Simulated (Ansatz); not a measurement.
`COc1ccc(-c2ccc(-c3ccc(-c4ccc(-c5ccc(-c6ccc(-c7ccc(-c8ccc(C(F)=C(F)F)cc8)s7)s6)s5)s4)s3)s2)cc1`. The state is a singlet with charge 0. Geometry r2SCAN-D4/def2-SVP.

```xyz
72

C    11.740    9.910   -1.136
O    10.855   10.776   -0.459
C     9.653   10.291   -0.073
C     9.219    8.973   -0.285
C     7.954    8.582    0.156
C     7.085    9.472    0.813
C     5.764    9.065    1.273
C     4.839    9.777    2.027
C     3.648    9.070    2.291
C     3.631    7.791    1.742
C     2.581    6.811    1.810
C     1.333    6.935    2.416
C     0.533    5.784    2.293
C     1.145    4.749    1.591
C     0.630    3.449    1.269
C     1.251    2.384    0.622
C     0.422    1.255    0.474
C    -0.854    1.428    1.004
C    -1.963    0.518    1.039
C    -3.247    0.731    1.534
C    -4.094   -0.384    1.403
C    -3.480   -1.483    0.805
C    -4.061   -2.767    0.530
C    -5.342   -3.208    0.857
C    -5.605   -4.525    0.443
C    -4.535   -5.131   -0.210
C    -4.450   -6.454   -0.760
C    -3.397   -7.068   -1.432
C    -3.682   -8.390   -1.830
C    -4.955   -8.823   -1.476
C    -5.591  -10.109   -1.715
C    -6.888  -10.397   -1.239
C    -7.490  -11.627   -1.471
C    -6.822  -12.636   -2.195
C    -7.508  -13.902   -2.403
F    -8.724  -14.014   -1.831
C    -7.109  -14.987   -3.097
F    -7.830  -16.078   -3.213
F    -5.961  -15.084   -3.738
C    -5.522  -12.358   -2.674
C    -4.928  -11.126   -2.438
S    -5.800   -7.549   -0.631
S    -3.186   -4.026   -0.305
S    -1.822   -1.105    0.409
S    -1.010    3.025    1.695
S     2.745    5.233    1.082
S     5.122    7.487    0.889
C     7.545   10.796    1.013
C     8.800   11.197    0.584
H    11.302    9.536   -2.079
H    12.636   10.500   -1.365
H    12.024    9.049   -0.506
H     9.856    8.242   -0.785
H     7.640    7.547   -0.015
H     5.024   10.789    2.390
H     2.817    9.475    2.870
H     1.015    7.842    2.931
H    -0.475    5.696    2.706
H     2.284    2.433    0.270
H     0.735    0.327   -0.010
H    -3.557    1.681    1.974
H    -5.136   -0.396    1.728
H    -6.062   -2.583    1.388
H    -6.555   -5.039    0.613
H    -2.448   -6.563   -1.626
H    -2.969   -9.018   -2.366
H    -7.439   -9.641   -0.672
H    -8.494  -11.819   -1.088
H    -4.967  -13.111   -3.235
H    -3.923  -10.949   -2.827
H     6.900   11.525    1.509
H     9.152   12.220    0.738
```

Single mean-field runs in def2-SVP are fitted with def2-universal-jkfit.

(1) Estimate the orbital energies around the gap (eV) in Ansatz with PBE-D4/def2-SVP, r2SCAN-D4/def2-SVP, PBE0-D4/def2-SVP.

## Answers

(1) 
| orbital | PBE-D4/def2-SVP | r2SCAN-D4/def2-SVP | PBE0-D4/def2-SVP |
| --- | --- | --- | --- |
| HOMO−5 | -6.17 | -6.48 | -7.31 |
| HOMO−4 | -5.96 | -6.26 | -7.12 |
| HOMO−3 | -5.57 | -5.84 | -6.65 |
| HOMO−2 | -5.18 | -5.42 | -6.14 |
| HOMO−1 | -4.72 | -4.92 | -5.55 |
| HOMO | -4.31 | -4.48 | -5.05 |
| LUMO | -2.93 | -3.00 | -2.48 |
| LUMO+1 | -2.53 | -2.57 | -2.00 |
| LUMO+2 | -2.10 | -2.11 | -1.49 |
| LUMO+3 | -1.63 | -1.60 | -0.92 |
| LUMO+4 | -1.32 | -1.25 | -0.49 |
| LUMO+5 | -1.23 | -1.16 | -0.40 |
